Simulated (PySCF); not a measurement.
C8H9BO3.
SMILES with atom numbers: `[CH3:1][C:2](=[O:3])[c:4]1[cH:5][cH:6][c:7]([B:8]([OH:9])[OH:10])[cH:11][cH:12]1` (hydrogens: H13, H14, H15 on C1; H16 on C5; H17 on C6; H18 on O9; H19 on O10; H20 on C11; H21 on C12)

Cartesian coordinates in Å at the PBE0-D3(BJ)/def2-SVP level; atoms count from 1:
```xyz
21
C8H9BO3 angstrom
C     -3.6247   -0.4901    0.2824
C     -2.6696    0.6655    0.1189
O     -3.0743    1.8013    0.0007
C     -1.1989    0.3789    0.1077
C     -0.6698   -0.9051    0.2890
C      0.7071   -1.1043    0.2747
C      1.5931   -0.0367    0.0709
B      3.1428   -0.3017    0.0493
O      4.0554    0.6249   -0.3582
O      3.5910   -1.5189    0.4507
C      1.0473    1.2446   -0.1075
C     -0.3246    1.4552   -0.0870
H     -4.6514   -0.1116    0.2143
H     -3.4593   -1.2543   -0.4919
H     -3.4791   -0.9774    1.2591
H     -1.3322   -1.7586    0.4467
H      1.1155   -2.1065    0.4239
H      3.6617    1.4409   -0.6785
H      4.5502   -1.5825    0.3852
H      1.7042    2.1093   -0.2539
H     -0.7578    2.4491   -0.2185
```

Method: PBE0-D3(BJ)/def2-SVP geometry optimisation, gas phase in PySCF.

Take the most abundant isotopes and a rigid rotor. The values belong to one conformer with, in the numbering `[CH3:1][C:2](=[O:3])[c:4]1[cH:5][cH:6][c:7]([B:8]([OH:9])[OH:10])[cH:11][cH:12]1`, C1–C2–C4–C5 -2°, C7–B8–O9–H -3°, C7–B8–O10–H 179°.

(1) What are A, B and C (MHz)?

(2) Classify the top.

(3) What does the inertial defect say?

(4) Give the other two planar moments, Paa and Pbb, and the rms extents of the mass along the axes.

(5) List the rotational levels J(Ka,Kc) to J = 3 (cm⁻¹).

(6) Predict some low-J microwave lines.

Answers

(1) Ia = 185.17, Ib = 1146.26, Ic = 1325.02 u·Å²; 505379 MHz·u·Å²/I gives A = 2729, B = 440.9, C = 381.4 MHz.

(2) A near-prolate asymmetric top. Ray's parameter κ = (2B − A − C)/(A − C) = -0.949; −1 is the prolate and +1 the oblate limit.

(3) Not planar: Δ = Ic − Ia − Ib = -6.40 u·Å². For a rigid frame Δ = −2 Σ m c², so Σ m c² = 3.20 u·Å² lies off the ab plane: 1.81 from hydrogen and 1.39 from heavier atoms. The atom farthest from that plane is 1.00 Å away.

(4) Paa = Σ m a² = (Ib + Ic − Ia)/2 = 1143.06 and Pbb = Σ m b² = (Ia + Ic − Ib)/2 = 181.97 u·Å². With the mass M = 164.06 u, the rms extents √(P/M) along a, b and c are 2.64, 1.05, 0.14 Å.

(5) Above 0(0,0):
J = 1: 1(0,1) 0.0274, 1(1,1) 0.1038, 1(1,0) 0.1057
J = 2: 2(0,2) 0.0822, 2(1,2) 0.1566, 2(1,1) 0.1626, 2(2,1) 0.3916, 2(2,0) 0.3916
J = 3: 3(0,3) 0.1644, 3(1,3) 0.2359, 3(1,2) 0.2478, 3(2,2) 0.4739, 3(2,1) 0.4741, 3(3,1) 0.8605, 3(3,0) 0.8605
The levels of one J sum to (2J + 1)J(J + 1)(A + B + C)/3.

(6) The dipole components are |μa| = 1.75 D, |μb| = 1.11 D, |μc| = 0.48 D. The squared components, which scale the intensities, stand as 1.00 : 0.40 : 0.08 (a : b : c). Some lines, for components of 0.1 D or more:

```
type  branch         J(Ka,Kc)    MHz  lower level (cm⁻¹)
   a       Q  3(1,2) ← 3(1,3)    357               0.236
   a       R  2(1,1) ← 1(1,0)   1704               0.106
   c       Q  5(1,5) ← 5(0,5)   1904               0.410
   a       R  3(2,2) ← 2(2,1)   2467               0.392
   a       R  3(1,2) ← 2(1,1)   2555               0.163
   b       Q  5(1,4) ← 5(0,5)   2796               0.410
   c       R  1(1,0) ← 0(0,0)   3170               0.000
   a       R  4(0,4) ← 3(0,3)   3278               0.164
   a       R  5(0,5) ← 4(0,4)   4089               0.274
   a       R  5(4,1) ← 4(4,0)   4114               1.512
   c       Q  3(2,2) ← 3(1,2)   6777               0.248
   c       R  5(1,4) ← 4(0,4)   6885               0.274
   b       Q  4(2,3) ← 4(1,4)   7254               0.342
   b       Q  5(2,4) ← 5(1,5)   7405               0.474
   c       R  2(2,1) ← 1(1,1)   8629               0.104
   b       R  2(2,0) ← 1(1,1)   8630               0.104
   b       R  3(2,2) ← 2(1,1)   9332               0.163
   c       R  5(2,3) ← 4(1,3)  10808               0.361
   b       Q  3(3,0) ← 3(2,1)  11586               0.474
   b       Q  4(3,2) ← 4(2,3)  11595               0.584
   b       R  4(3,2) ← 3(2,1)  14877               0.474
   c       R  4(3,1) ← 3(2,1)  14877               0.474
   c       R  4(3,2) ← 3(2,2)  14883               0.474
   b       Q  5(4,2) ← 5(3,3)  16224               1.108
   c       R  4(4,1) ← 3(3,1)  19516               0.861
   c       R  5(4,1) ← 4(3,1)  20339               0.970
   c       R  5(4,2) ← 4(3,2)  20339               0.970
   b       Q  5(5,0) ← 5(4,1)  20861               1.649
```

Whether it is a minimum is left open (no frequencies). Constants of a rigid frame at the computed geometry: no zero-point averaging, no centrifugal distortion. A rigid rotor knows nothing of internal rotation, which can split or shift real lines. Quadrupole hyperfine structure (11B) is left out.

Time: 4.8 min; peak memory 0.93 GiB. Hardware: one thread of an Arm Neoverse V1, no GPU, on a shared host. These figures are those of the optimisation.
